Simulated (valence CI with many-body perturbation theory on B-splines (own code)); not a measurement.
## Mo²⁺: calculation against measured levels

Computed by valence CI with perturbative core correlation (CI+MBPT): four valence electrons over a frozen Dirac-Fock core [Kr], radial functions for each j: 9 s, 9 p, 10 d, 8 f, 5 g, 3 h, 1 i, with the one-electron correlation potential Σ1, the two-electron term Σ2, the three-electron term Σ3, Breit, model QED; selected CI, second order for the rest, scaled by the run's own slope (own B-spline code, finite nucleus).

Against 50 measured levels this calculation errs by 357 cm⁻¹ on average and by 1033 at most. These come from a selection out of Sugar and Musgrove, J. Phys. Chem. Ref. Data 17, 155 (1988). Levels without a partner in it may be off by more, other configurations by 1,000 to 8,000 cm⁻¹. Among the levels kept, up to 430 cm⁻¹ of a level comes from second order outside the variational space, and about a tenth of that is noise between levels of different J, which matters for small intervals. Only levels of the ground parity were solved; by the run's estimate the other parity begins above the list, which can be wrong where configurations are misplaced.

Measured levels: Sugar and Musgrove, J. Phys. Chem. Ref. Data 17, 155 (1988). Pairs share parity and J, and are chosen by configuration, term and nearness in energy; levels without a clear partner are left out. Energies in cm⁻¹ above the measured ground level. The last column is blank where CI alone has no clear partner.

Names give the largest LS component (configuration and term), which can be under half, so a name can repeat, a term be missing and a line seem to break the LS rules; names also repeat where a configuration has a term twice. Letters in brackets count levels of one name in rising energy.

```
 Computed label  Label in the source  Measured  Computed  Difference  CI alone, difference
       4d4 5D_0               4d4 5D         0       0.0           0                     0
       4d4 5D_1               4d4 5D     242.0     238.5          -4                   -35
       4d4 5D_2               4d4 5D     668.2     659.7          -9                  -101
       4d4 5D_3               4d4 5D    1224.0    1211.1         -13                  -185
       4d4 5D_4               4d4 5D    1872.3    1858.8         -14                  -283
   4d4 3P_0 [a]              4d4 3P2   11149.2   11783.1        +634                 -2015
   4d4 3P_1 [a]              4d4 3P2   12510.3   12997.0        +487                 -2387
       4d4 3H_4               4d4 3H   12679.6   12493.2        -186                   -90
       4d4 3H_5               4d4 3H   13275.5   13052.5        -223                   -57
       4d4 3H_6               4d4 3H   13811.2   13565.1        -246                  -129
   4d4 3F_2 [a]              4d4 3F2   13928.7   14201.9        +273                 -1391
   4d4 3F_3 [a]              4d4 3F2   13948.2   14200.1        +252                 -1190
   4d4 3F_4 [a]              4d4 3F2   14296.1   14514.4        +218                 -1092
   4d4 3P_2 [a]              4d4 3P2   14357.6   14836.5        +479                 -2656
       4d4 3G_3               4d4 3G   15871.2   16058.7        +187                  -385
       4d4 3G_4               4d4 3G   16282.8   16466.9        +184                  -367
       4d4 3G_5               4d4 3G   16714.4   16860.4        +146                  -363
       4d4 3D_3               4d4 3D   19487.8   20218.9        +731                  -243
       4d4 3D_2               4d4 3D   19576.7   20296.0        +719                  -616
       4d4 1I_6               4d4 1I   20290.2   19600.0        -690                  -201
   4d4 1G_4 [a]              4d4 1G2   20611.9   20952.6        +341                  -872
   4d4 1D_2 [a]              4d4 1D2   22806.2   23806.4       +1000                 -2376
       4d4 1S_0              4d4 1S2   22990.1   24022.9       +1033                 -1285
    4d3.5s 5F_1        4d3(4F) 5s 5F   32418.7   32059.8        -359                -11350
    4d3.5s 5F_2        4d3(4F) 5s 5F   32843.3   32473.8        -369                -11426
    4d3.5s 5F_3        4d3(4F) 5s 5F   33452.2   33064.9        -387                -11533
    4d3.5s 5F_4        4d3(4F) 5s 5F   34225.4   33861.2        -364                      
    4d3.5s 5F_5        4d3(4F) 5s 5F   35129.4   34759.1        -370                -11751
   4d4 1G_4 [b]              4d4 1G1   36164.0   36795.9        +632                 -3558
    4d3.5s 5P_1        4d3(4P) 5s 5P   42404.7   42665.4        +261                -10894
    4d3.5s 5P_2        4d3(4P) 5s 5P   42521.8   42909.5        +388                -10780
    4d3.5s 3F_2        4d3(4F) 5s 3F   42665.8   42395.8        -270                      
    4d3.5s 5P_3        4d3(4P) 5s 5P   43461.6   43743.9        +282                -11094
    4d3.5s 3F_3        4d3(4F) 5s 3F   43561.8   43358.5        -203                      
    4d3.5s 3F_4        4d3(4F) 5s 3F   44655.3   44466.3        -189                      
    4d3.5s 3G_3        4d3(2G) 5s 3G   46299.6   46205.2         -94                -11059
    4d3.5s 3G_4        4d3(2G) 5s 3G   46601.6   46491.1        -110                -11022
    4d3.5s 3G_5        4d3(2G) 5s 3G   46962.1   46842.9        -119                -11084
4d3.5s 3P_2 [a]        4d3(2P) 5s 3P   49088.7   49269.4        +181                -11579
    4d3.5s 3H_4        4d3(2H) 5s 3H   49541.7   49235.0        -307                -10612
    4d3.5s 3H_5        4d3(2H) 5s 3H   50318.8   49972.0        -347                -10984
    4d3.5s 3D_1               4d3 5s   50362.5   50858.8        +496                -11685
    4d3.5s 3H_6        4d3(2H) 5s 3H   50481.6   50112.4        -369                -10950
    4d3.5s 3D_3       4d3(2D2) 5s 3D   51425.9   51961.2        +535                -11646
    4d3.5s 3D_2       4d3(2D2) 5s 3D   51482.9   51981.7        +499                -11817
    4d3.5s 1G_4        4d3(2G) 5s 1G   52698.0   52710.7         +13                 -9429
4d3.5s 3P_1 [b]        4d3(4P) 5s 3P   52811.0   53382.6        +572                      
4d3.5s 3P_0 [b]        4d3(4P) 5s 3P   53407.5   53989.1        +582                 -9377
4d3.5s 3P_2 [b]        4d3(4P) 5s 3P   54191.2   54788.2        +597                 -9642
    4d3.5s 1H_5        4d3(2H) 5s 1H   54853.3   54485.2        -368                -11244
    4d3.5s 1P_1        4d3(2P) 5s 1P   55366.5   55875.4        +509
```

Over 50 excited levels the mean absolute difference is 357 cm⁻¹, the median 344 and the largest 1033. For the 44 levels that pair on every rung the mean is CI alone 5746, + Σ1 3491, + Σ2 468, + Σ3 380, + Breit 361, + QED 358. The comparison draws on a selection of the measured levels: 51 of the 62 computed ones have a partner in it, and others may be off by more.
